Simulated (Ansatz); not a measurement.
Z-matrix (Å, degrees):
```
Mo
Cl 1 2.286
O 1 1.825 2 90.9
C 1 2.977 2 87.9 3 -19.3
F 1 1.873 2 85.7 3 -154.7
O 1 1.897 2 137.3 3 -82.3
S 1 2.082 2 110.0 3 104.2
H 4 1.091 1 134.2 2 112.4
H 4 1.095 1 91.6 2 -127.3
H 4 1.095 1 99.3 2 -17.1
H 6 0.964 1 113.2 2 -83.2
```

The species carries charge 0 and has multiplicity 1. Mo takes the def2 core potential.

Problem. List the PBE0/def2-TZVPP orbital energies in eV (Ansatz 0.2.0). (An estimate is asked.)

Solution. The calculation gave: Occupied: -2767.37, -2422.98, -673.60, -524.51, -523.45, -280.27, -259.21, -218.34, -197.46, -197.38, -197.36, -162.09, -162.07, -162.06, -74.63, -47.37, -47.07, -46.98, -32.13, -29.32, -27.99, -22.60, -19.94, -19.52, -15.03, -14.92, -13.99, -13.58, -12.73, -12.65, -12.35, -11.67, -10.88, -10.69, -10.30, -10.07, -9.68, -9.37, -8.97, -8.36, -8.29. Lowest empty: -3.67, -2.98, -2.92, -2.03, 0.01, 0.37, 1.11, 1.30.
